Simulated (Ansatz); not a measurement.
```yaml
crystal:
  periodic: [false, false, false]
  atoms:
    - {symbol: C, position_ang: [0.102995, 5.428150, 1.512615]}
    - {symbol: C, position_ang: [1.542090, 3.413357, 0.039828]}
    - {symbol: Ga, position_ang: [-0.005265, -0.004568, 0.008921]}
    - {symbol: C, position_ang: [1.664965, -2.803357, -1.849790]}
    - {symbol: C, position_ang: [4.115983, -2.123490, -3.202432]}
    - {symbol: C, position_ang: [-3.221716, -0.624133, 1.838699]}
    - {symbol: C, position_ang: [-4.259348, -3.306788, 1.677948]}
    - {symbol: H, position_ang: [-0.109694, 4.913089, 3.502543]}
    - {symbol: H, position_ang: [1.050597, 7.266746, 1.457635]}
    - {symbol: H, position_ang: [-1.803613, 5.704437, 0.765044]}
    - {symbol: H, position_ang: [3.470483, 3.212594, 0.774441]}
    - {symbol: H, position_ang: [1.796259, 3.995727, -1.933655]}
    - {symbol: H, position_ang: [0.281189, -3.569272, -3.190252]}
    - {symbol: H, position_ang: [1.982882, -4.341254, -0.496068]}
    - {symbol: H, position_ang: [4.942701, -3.743400, -4.189269]}
    - {symbol: H, position_ang: [3.824797, -0.638496, -4.609688]}
    - {symbol: H, position_ang: [5.544767, -1.419969, -1.885630]}
    - {symbol: H, position_ang: [-4.612077, 0.738962, 1.126590]}
    - {symbol: H, position_ang: [-2.923083, -0.076277, 3.815944]}
    - {symbol: H, position_ang: [-6.031161, -3.526517, 2.723803]}
    - {symbol: H, position_ang: [-4.633962, -3.864618, -0.276239]}
    - {symbol: H, position_ang: [-2.926339, -4.687990, 2.443248]}
basis:
  gaussian: {orbitals: def2-mTZVPP, final_grid: {core_spheres: 20, valence_spheres: 16, degree: 47}}
hamiltonian: {xc: {name: SPW92}}
accuracy: high
output: {forces: true}
```

```sh
$ ansatz run in.yaml --threads 4 --pin off --events-out ev --progress --plain --max-ram 63488MiB --backend cpu
```

It prints (some lines left out):

```
Functional definition: SPW92
4632 factors; integrals over basis functions are off by at most 3.4e-7 eV
mean field evaluation 1: about -58594.2308 eV, gradient 1.1e2 eV
mean field evaluation 2: about -58257.0216 eV, gradient 2.2e2 eV
mean field evaluation 4: about -58402.2986 eV, gradient 1.8e2 eV
mean field evaluation 8: about -58628.8964 eV, gradient 2.5e-1 eV
mean field evaluation 16: about -58628.8976 eV, gradient 1.7e-8 eV
mean field -58628.89764060 eV, -2154.5722481980 hartree, gradient 1.7e-8 eV, S^2 0.000000; 4 other end points of the search recorded, 0 dependent functions left out
reference -58628.89764762 eV, -2154.5722484558 hartree; 41, 41 occupied and 184, 184 virtual orbitals, 4632 factors
Total energy: -58628.89764762 eV, -2154.5722484558 hartree
Atom 0 at     0.102995     5.428150     1.512615 Å, force    -0.998409     1.283570     0.988725 eV/Å
Atom 1 at     1.542090     3.413357     0.039828 Å, force     1.987984     0.904529    -0.967180 eV/Å
Atom 2 at    -0.005265    -0.004568     0.008921 Å, force    -0.000213     0.000128    -0.000290 eV/Å
Atom 3 at     1.664965    -2.803357    -1.849790 Å, force    -0.541087    -2.304577    -0.318148 eV/Å
Atom 4 at     4.115983    -2.123490    -3.202432 Å, force     1.612348     0.514019    -0.870765 eV/Å
Atom 5 at    -3.221716    -0.624133     1.838699 Å, force    -1.426228     1.390881     1.317904 eV/Å
Atom 6 at    -4.259348    -3.306788     1.677948 Å, force    -0.631394    -1.789425    -0.145624 eV/Å
Atom 7 at    -0.109694     4.913089     3.502543 Å, force     0.319227     0.724398    -2.874537 eV/Å
Atom 8 at     1.050597     7.266746     1.457635 Å, force    -1.325896    -2.613994     0.064985 eV/Å
Atom 9 at    -1.803613     5.704437     0.765044 Å, force     2.755108    -0.413583     1.062022 eV/Å
Atom 10 at     3.470483     3.212594     0.774441 Å, force    -2.655777     0.364365    -1.070144 eV/Å
Atom 11 at     1.796259     3.995727    -1.933655 Å, force    -0.279357    -0.747312     2.774124 eV/Å
Atom 12 at     0.281189    -3.569272    -3.190252 Å, force     1.974923     0.977179     1.864791 eV/Å
Atom 13 at     1.982882    -4.341254    -0.496068 Å, force    -0.440814     2.072739    -1.959608 eV/Å
Atom 14 at     4.942701    -3.743400    -4.189269 Å, force    -1.188665     2.281920     1.405372 eV/Å
Atom 15 at     3.824797    -0.638496    -4.609688 Å, force     0.397821    -2.142660     2.034769 eV/Å
Atom 16 at     5.544767    -1.419969    -1.885630 Å, force    -2.075526    -1.018904    -1.882466 eV/Å
Atom 17 at    -4.612077     0.738962     1.126590 Å, force     1.882526    -1.904734     1.077498 eV/Å
Atom 18 at    -2.923083    -0.076277     3.815944 Å, force    -0.515142    -0.747158    -2.739851 eV/Å
Atom 19 at    -6.031161    -3.526517     2.723803 Å, force     2.511276     0.333424    -1.475636 eV/Å
Atom 20 at    -4.633962    -3.864618    -0.276239 Å, force     0.546454     0.825574     2.812367 eV/Å
Atom 21 at    -2.926339    -4.687990     2.443248 Å, force    -1.909157     2.009623    -1.098310 eV/Å
Dipole moment:     0.000757    -0.000386     0.001206 e Å
```

In this input the coordinates are in bohr but typed as ångström. The calculation finished and met its thresholds. The result belongs to that input, not to the molecule as meant.
